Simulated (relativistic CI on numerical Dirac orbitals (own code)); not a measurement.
## Cs4+: q coefficients and field-shift factors

Calculated at this level of theory: Dirac-Coulomb-Breit CI, orbitals from a KLI potential per configuration, valence Slater integrals scaled by 0.85, P86 correlation energy added to each configuration, derivatives by finite differences, QED left out (own radial code, finite nucleus).

CI space (outside the closed core [Kr] 4d10): 5s²5p³, 5s5p⁴, 5s²5p²5d, 5p⁵, 5s5p³5d, 5s²5p²4f, 5s²5p5d², 5s²5d³, 5s5p5d³, 5s²4f5d². Double excitations out of closed p, d and f shells are left out; levels of such configurations are missing from the list, as are those of other unlisted configurations, and high levels can miss mixing partners.

With x = (α/α₀)² − 1 an excitation energy changes as ω = ω₀ + qx; K = 2q/ω₀ is the relative enhancement. Terms are leading LS components, so labels can repeat. The field-shift factor is F = δν/δ⟨r²⟩ for the transition from the lowest level.

Lowest level 5s²5p³ ⁴S°3/2.

```tsv
Level	ω₀ (cm⁻¹)	q (cm⁻¹)	K	F (GHz/fm²)
5s²5p³ ²D°3/2	14933.9	6177	0.827	-0.202
5s²5p³ ²D°5/2	20213.6	11050	1.09	-0.335
5s²5p³ ²P°1/2	31147.0	11340	0.728	-0.692
5s²5p³ ²P°3/2	41316.2	27310	1.32	-1.34
5s5p⁴ ⁴P5/2	119238.4	20850	0.35	-27.1
5s5p⁴ ⁴P3/2	128397.6	30730	0.479	-27.1
5s5p⁴ ⁴P1/2	131101.6	31640	0.483	-27.2
5s5p⁴ ²D3/2	147866.2	23010	0.311	-20.7
5s5p⁴ ²D5/2	152068.5	31440	0.413	-22.8
5s²5p²5d ²P3/2	163997.9	11110	0.135	-5.69
5s²5p²5d ⁴F3/2	166912.6	12070	0.145	-3
5s²5p²5d ²P1/2	167086.6	23080	0.276	-15.5
5s²5p²5d ⁴F5/2	168912.5	3812	0.0451	2.04
5s²5p²5d ⁴F7/2	175519.2	13690	0.156	2
5s²5p²5d ²F5/2	176465.4	10000	0.113	2.03
5s²5p²5d ⁴D1/2	177633.4	21340	0.24	-6.6
5s²5p²5d ²F7/2	180104.2	13300	0.148	2
5s²5p²5d ⁴D3/2	180976.1	16900	0.187	0.193
5s²5p²5d ⁴F9/2	181087.0	17530	0.194	1.89
5s²5p²4f ⁴G°5/2	182436.5	8305	0.091	-1.12
5s²5p²5d ⁴D1/2	183795.7	34470	0.375	-10.1
5s²5p²5d ⁴D5/2	184768.8	18510	0.2	1.24
5s²5p²4f ⁴G°7/2	184860.0	9437	0.102	-1.13
```

At this charge configurations can still be misplaced by up to about 7 % of their energy. Levels and lines within the n = 5 or 6 shells can be off by up to 10 % or somewhat more, and those that change n by about 2 %, since core polarisation is missing. Levels that differ in their count of f electrons can be misplaced by several ten thousand cm⁻¹, since the correlation energy of f electrons is missing or only estimated; rates across such gaps can be off by orders of magnitude.
